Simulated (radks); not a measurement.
Results of a calculation; reference values are marked as such.
Q: These are the eigenvalues of the occupied orbitals of an atom or ion with whole-number occupations (Ry). Level of theory: Dirac Kohn-Sham, LDA (Slater exchange, Perdew-Wang correlation), spin-unpolarised, spherical densities, finite nucleus; Fermi nuclear charge, rms radius of each element as measured or else 0.836 A^(1/3) + 0.57 fm (a radial shooting solver on a logarithmic mesh with Libxc functionals).

| orbital | eigenvalue |
|---|---|
| 1s1/2 | -3255.763 |
| 2s1/2 | -585.4985 |
| 2p1/2 | -558.3354 |
| 2p3/2 | -520.0223 |
| 3s1/2 | -178.6341 |
| 3p1/2 | -167.0849 |
| 3p3/2 | -159.1914 |
| 3d3/2 | -139.2421 |
| 3d5/2 | -137.5066 |
| 4s1/2 | -80.65948 |
| 4p1/2 | -75.98129 |
| 4p3/2 | -73.61802 |
| 4d3/2 | -65.89203 |
| 4d5/2 | -65.38718 |

Which element is it, and in what charge state? The configuration may be excited. Open shells, if any, are shared by 2j + 1.

A: Z = 60, neodymium, charge +28: Nd28+ in [Ar] 3d10 4s2 4p1 4d1. The list shows which subshells hold electrons but not how many an open one holds; the 1s level, -1627.9 hartree, gives Z - s = 57.1 by -(Z - s)^2/2, which with screening and relativity narrows Z to a few neighbours, and the depths of the outer levels then fix element, charge and occupations together.
